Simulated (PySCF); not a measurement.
One molecule, one basis, several functionals.

Species: 1,2-dichloro-1,1,2,2-tetrafluoroethane, C2Cl2F4.
Numbering: `[F:1][C:2]([F:3])([Cl:4])[C:5]([F:6])([F:7])[Cl:8]`

Geometry (PBE0-D3(BJ)/def2-SVP, Å), atoms numbered from 1 in this order:
```
atom  x, y, z in Å
F1     0.6788   -0.8855    1.3350
C2    -0.3039   -0.4202    0.5761
F3    -1.0103   -1.4512    0.1219
Cl4   -1.3428    0.6450    1.5132
C5     0.3036    0.3139   -0.6522
F6    -0.6800    0.7605   -1.4215
F7     1.0114   -0.5737   -1.3441
Cl8    1.3416    1.6440   -0.1579
```

PySCF, def2-SVPD basis, density fitting, gas phase, PBE0-D3(BJ)/def2-SVP geometry; singlet excitations by full TDDFT with frozen cores, triplets by Tamm–Dancoff TDDFT and ionisation energies by ΔSCF, from the lowest of the holes tried. One functional is left out:

```json
{"functional": "LDA", "exact exchange (%)": "0", "HOMO energy (eV)": "-8.49", "LUMO energy (eV)": "-1.84", "lowest singlet excitation (eV)": "6.83", "lowest triplet excitation (eV)": "6.49", "dipole moment (D)": "0.585", "mean polarisability (au)": "58.7", "vertical ionisation energy (eV)": "11.82"}
{"functional": "PBE", "exact exchange (%)": "0", "HOMO energy (eV)": "-8.34", "LUMO energy (eV)": "-1.59", "lowest singlet excitation (eV)": "6.91", "lowest triplet excitation (eV)": "6.51", "dipole moment (D)": "0.486", "mean polarisability (au)": "58.7", "vertical ionisation energy (eV)": "11.50"}
{"functional": "PBE0", "exact exchange (%)": "25", "HOMO energy (eV)": "-9.87", "LUMO energy (eV)": "-0.53", "lowest singlet excitation (eV)": "7.73", "lowest triplet excitation (eV)": "6.96", "dipole moment (D)": "0.628", "mean polarisability (au)": "55.7", "vertical ionisation energy (eV)": "12.09"}
{"functional": "BHandHLYP", "exact exchange (%)": "50", "HOMO energy (eV)": "-11.27", "LUMO energy (eV)": "0.47", "lowest singlet excitation (eV)": "8.06", "lowest triplet excitation (eV)": "7.18", "dipole moment (D)": "0.841", "mean polarisability (au)": "53.7", "vertical ionisation energy (eV)": "12.46"}
```

Q: Predict the row of B3LYP (20 % exact exchange) by straight lines through the other rows, and check it.

A: 
```
                       property   line  computed  computed − line  PBE0 (25 %), for comparison
               HOMO energy (eV)  -9.56     -9.58            -0.02                        -9.87
               LUMO energy (eV)  -0.82     -0.84            -0.02                        -0.53
 lowest singlet excitation (eV)   7.41      7.52            +0.11                         7.73
 lowest triplet excitation (eV)   6.80      6.84            +0.04                         6.96
              dipole moment (D)  0.642     0.695           +0.053                        0.628
       mean polarisability (au)   56.6      56.3             -0.3                         55.7
vertical ionisation energy (eV)  11.99     12.01            +0.02                        12.09
```

Q: Which of these properties follows the share of exact exchange most closely, and which least?

A: Most closely the HOMO energy, least the dipole moment; the correlations over the tabulated rows are HOMO energy -0.999, mean polarisability -0.995, LUMO energy 0.994, lowest triplet excitation 0.985, lowest singlet excitation 0.975, vertical ionisation energy 0.946, dipole moment 0.942. The HOMO energy moves by -0.572 eV for every 10 %. Functionals with the same share still differ in their other parts: at 0 % LDA and PBE differ by 0.15 eV in it.
